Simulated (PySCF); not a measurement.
CH7FGaN.
Bonds: N1–Ga2, Ga2–C3, C3–F4. Hydrogens: H5, H6, H7 on N1; H8, H9 on Ga2; H10, H11 on C3.

A GFN2-xTB structure was refined with PySCF, PBE0-D3(BJ)/def2-SVP geometry optimisation, gas phase. Its GFN2-xTB values:

```json
{"coordinate": "N1–Ga2", "GFN2-xTB": "2.176 Å"}
{"coordinate": "N1–H5", "GFN2-xTB": "1.004 Å"}
{"coordinate": "Ga2–C3", "GFN2-xTB": "2.037 Å"}
{"coordinate": "Ga2–H8", "GFN2-xTB": "1.557 Å"}
{"coordinate": "C3–F4", "GFN2-xTB": "1.451 Å"}
{"coordinate": "C3–H10", "GFN2-xTB": "1.069 Å"}
{"coordinate": "N1–Ga2–C3", "GFN2-xTB": "96.7°"}
{"coordinate": "N1–Ga2–H9", "GFN2-xTB": "100.0°"}
{"coordinate": "Ga2–N1–H6", "GFN2-xTB": "111.1°"}
{"coordinate": "Ga2–N1–H7", "GFN2-xTB": "104.4°"}
{"coordinate": "Ga2–C3–F4", "GFN2-xTB": "92.0°"}
{"coordinate": "Ga2–C3–H10", "GFN2-xTB": "121.6°"}
{"coordinate": "C3–Ga2–H9", "GFN2-xTB": "122.0°"}
{"coordinate": "H8–Ga2–H9", "GFN2-xTB": "116.9°"}
{"coordinate": "N1–Ga2–C3–F4", "GFN2-xTB": "-46°"}
```

Problem. How do these coordinates change at the PBE0-D3(BJ)/def2-SVP level?

Solution. 
```csv
coordinate,PBE0-D3(BJ)/def2-SVP (Å or °),change
N1–Ga2,2.124,-0.052
C3–F4,1.413,-0.038
C3–H10,1.103,+0.034
Ga2–H8,1.581,+0.024
N1–H5,1.018,+0.014
Ga2–C3,2.023,-0.014
Ga2–C3–F4,107.9,+15.9
Ga2–C3–H10,113.3,-8.3
N1–Ga2–C3,91.2,-5.5
N1–Ga2–H9,103.9,+3.9
C3–Ga2–H9,118.1,-3.9
Ga2–N1–H6,114.7,+3.6
Ga2–N1–H7,101.3,-3.1
H8–Ga2–H9,119.8,+2.9
N1–Ga2–C3–F4,-31,+15
```

The energy falls by 6.7 kcal/mol over 13 energy and gradient evaluations, the largest force component goes from 0.0419 to 3.6e-04 Eh/bohr, and the atoms move by 0.337 Å rms after alignment. The bond that changes most is N1–Ga2 (ends: nitrogen bonded to Ga and 3 H; gallium bonded to C, N and 2 H), which shortens by 0.052 Å. Bonds longer at the end by more than 0.005 Å: 6 of 10; shorter: 4. Among the dihedrals that turn most is H5–N1–Ga2–H9, from -61° to -103°. Rotational constants go from 5430, 3643, 2458 to 5902, 3329, 2310 MHz.

The run used 109 basis functions and 82 SCF cycles in all. Time: 43 s; peak memory 0.46 GiB. Hardware: AMD EPYC 9B14, one thread, no GPU, shared host with 30 logical CPUs at a one-minute load of 9.6.

Whether it is a minimum is left open (no frequencies). The numbers are those of one conformer.
